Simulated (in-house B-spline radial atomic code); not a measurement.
A fraction x of an electron is removed from 3d in Cr³⁺, starting from [Ar] 3d3 and keeping the highest spin. Method: non-relativistic PBE0, spin-polarised, spherical fractional occupations, point nucleus. Calculated with an all-electron radial atomic-structure program (B-spline basis).

Caution: exact exchange at fractional occupations of open shells leaves self-interaction of up to several eV.

| x | E(x) - E(0) (eV) | 3d up level (eV) |
| --- | --- | --- |
| 0 | 0.0000 | -41.283 |
| 0.03 | 1.2460 | -41.784 |
| 0.24 | 10.3925 | -45.341 |
| 0.28 | 12.2199 | -46.028 |
| 0.49 | 22.2688 | -49.690 |
| 0.5 | 22.7666 | -49.866 |
| 0.66 | 30.9725 | -52.715 |
| 0.78 | 37.4282 | -54.884 |
| 0.92 | 45.2909 | -57.447 |
| 1 | 49.9459 | -58.928 |

The exact functional would give a straight line between the two integer points. Deviations E(x) - E(0) - x[E(1) - E(0)], in eV: -0.252 at x = 0.03, -1.595 at x = 0.24, -1.765 at x = 0.28, -2.205 at x = 0.49, -2.206 at x = 0.5, -1.992 at x = 0.66, -1.53 at x = 0.78, -0.659 at x = 0.92.

The curve lies below the straight line by up to 2.206 eV (at x = 0.5): convex, the delocalisation error, to which spherically averaged exact exchange adds.

(1) How well does Slater's transition state (minus the level at half occupation) give the ionisation energy?

Answers

(1) It gives 49.866 eV against 49.946 eV from the two total energies; NIST lists 49.16 eV, ground level to ground level. The end point has an open shell averaged over its orbitals, so its exact exchange keeps a self-interaction and this is no true integer point.
